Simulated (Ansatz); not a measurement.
`C#CC[SiH2][GaH2]` + NH₃ → `N[SiH2][GaH2]` + `C#CC` at 500 K and 1 bar (ligand exchange at the Si–C bond).

Program: Ansatz. Geometries: PBE0-D4/def2-TZVP. ΔE: electronic, gas phase. CCSD(T)/CBS adds triple-zeta CCSD(T) − MP2 to the extrapolated MP2 energy (def2 sets, frozen cores). This one scheme is used for every species. For Ga outer-core shells are correlated without core-valence functions, which leaves a few kJ/mol of doubt a bond. Scalar relativity is left out up to krypton. One conformer a species, not always the lowest.

```csv
species,CCSD(T)/CBS energy (Eh),H − E (kJ/mol),S (J/(mol·K))
`C#CC[SiH2][GaH2]`,-2331.31162,257.4,449.3
NH₃,-56.50880,108.2,211.8
`N[SiH2][GaH2]`,-2271.33200,191.0,398.7
`C#CC`,-116.49627,173.5,282.9
```

H − E and S are ideal-gas, rigid-rotor, harmonic terms from PBE0-D4/def2-TZVP, for one conformer and one mirror image of each species. 1 Eh = 2625.50 kJ/mol, R = 8.31446 J/(mol·K).

Problem. By hand: ΔE, ΔH, ΔS and ΔG.

Solution. ΔE = (-2271.33200) + (-116.49627) − (-2331.31162) − (-56.50880) = -0.00785 Eh = -20.6 kJ/mol. Δ(H − E) = 191.0 + 173.5 − 257.4 − 108.2 = -1.1, so ΔH = -21.7 kJ/mol. ΔS = 398.7 + 282.9 − 449.3 − 211.8 = 20.5 J/(mol·K). ΔG = -21.7 − 500 × (20.5)/1000 = -31.9 kJ/mol.

Problem. By hand: the equilibrium constant, and the temperature at which ΔG would vanish if ΔH and ΔS stayed fixed.

Solution. log₁₀ K = −ΔG/(RT ln 10) = 3.3. ΔH and −TΔS have one sign here, so there is no such temperature.

TΔS isn't small against ΔH here. A doubt of 5 kJ/mol in ΔE shifts log₁₀ K by 0.5 here. Other conformers and mirror images would add mixing entropy, several J/(mol·K) or more a flexible species. Modes under 60 cm⁻¹, often nearly free rotors, make the harmonic entropy too high. These are equilibria of isolated gas molecules and say nothing of rates. Largest T1 diagnostic: 0.013 (customary marks: 0.02 for closed shells, 0.045 for open ones).
